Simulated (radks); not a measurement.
Q: The zirconium ion Zr+ is in [Kr] 4d2 5s1. Calculated with a radial shooting solver on a logarithmic mesh with Libxc functionals: scalar-relativistic Kohn-Sham, BLYP, spin-polarised, spherical densities, finite nucleus; Fermi nuclear charge, rms radius of each element as measured or else 0.836 A^(1/3) + 0.57 fm. Open shells are filled with parallel spins first. One electron is removed from 4p, 4s, 4d, 5s in turn, with full relaxation. Which removal costs least, and what does each cost?

A: 5s 13.398 eV; 4d 15.094 eV; 4p 44.096 eV; 4s 66.712 eV. The 5s electron leaves first.
